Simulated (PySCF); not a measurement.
Static polarisabilities and like-pair C6 coefficients by linear response at CAM-B3LYP/def2-SVPD (PySCF, frozen core in the response, non-relativistic, gas phase), PBE0-D3(BJ)/def2-SVP geometries, one conformer each; atomic units unless stated.

| label | species | α | C6 |
| --- | --- | --- | --- |
| P | `C=Nc1ccc(C=O)cc1` | 109.8 | 4143 |
| Q | `Cc1nc2ccccc2o1` | 101.1 | 3848 |
| R | `ClC(Cl)C(=C)OC=C` | 95.3 | 3584 |
| S | `OC1=C2NC=CC2=CC=C1` | 103.5 | 3916 |

Problem. Estimate the unlike-pair coefficients by the rule C6(AB) = 2·C6(AA)·C6(BB) / [C6(AA)·αB/αA + C6(BB)·αA/αB], and compare with the geometric mean.

Solution. 
```tsv
pair	combination rule	geometric mean	ratio
PQ	3989	3993	0.999
PR	3844	3853	0.998
PS	4026	4028	1.000
QR	3713	3714	1.000
QS	3881	3882	1.000
RS	3744	3746	0.999
```

The rule is exact for one-pole polarisabilities and never exceeds the geometric mean; the two meet where both partners have the same effective excitation energy. These unlike-pair values are estimates, not computed integrals.
